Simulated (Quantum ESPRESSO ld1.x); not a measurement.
The mean radii <r> (bohr) of the occupied orbitals of an atom or ion are listed with their occupations. Calculated with ld1.x of Quantum ESPRESSO 7.5: scalar-relativistic Kohn-Sham, revPBE, spin-unpolarised, spherical densities, point nucleus.

orbital  occ.      <r>
1s          2  0.02037
2s          2  0.08646
2p          6  0.07672
3s          2   0.2252
3p          6   0.2243
3d         10   0.2036
4s          2   0.4995
4p          6   0.5253
4d         10   0.5537
4f          6   0.5869

Name the element and its charge.

Answer. Z = 68, erbium, charge +16: Er16+ in [Kr] 4d10 4f6. The 1s radius gives Z: for a bare nucleus <r> = (2 gamma + 1)/(2Z) with gamma = sqrt(1 - (Z/c)^2), 0.02012 bohr for Z = 68, and screening makes it slightly larger (0.02037 here). The occupations add up to 52, and the charge is Z minus that.
